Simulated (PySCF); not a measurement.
# Polarisability and C₆ of Ca²⁺ (calcium, charge +2)

[Ar], closed-shell 1S. Calculation: PySCF 2.14, in def2-QZVPPD (11s6p4d3f, 70 functions); no relativity, point nucleus. Coupled (time-dependent) response in atomic units; α is the mean over directions.

| method | mean α (bohr³) | C₆ (like pair) | S(−4) |
| --- | --- | --- | --- |
| UHF | 3.230 | 10.48 | 1.905 |
| PBE | 3.297 | 10.76 | 2.024 |
| PBE0 | 3.266 | 10.62 | 1.970 |
| revPBE | 3.297 | 10.76 | 2.023 |
| wB97X | 3.268 | 10.64 | 1.970 |

S(−4) is the Cauchy moment in α(ω) = α(0) + S(−4) ω² + …

α(iu) at PBE0:

```tsv
u (hartree)	α(iu) (bohr³)
0	3.266
0.0500	3.261
0.100	3.246
0.200	3.189
0.300	3.098
0.500	2.842
0.750	2.451
1.00	2.061
1.50	1.430
2.00	1.011
3.00	0.5614
5.00	0.2410
```

A single London oscillator, α(iu) = α/(1 + u²/ω²), gives C₆ = (3/4) ω α². Matching the computed C₆ needs ω = 4 × 10.62 / (3 × 3.266²) = 1.33 hartree.

For an ion, C₆ is the dispersion term alone; charge-induced terms of lower order in 1/R come first.
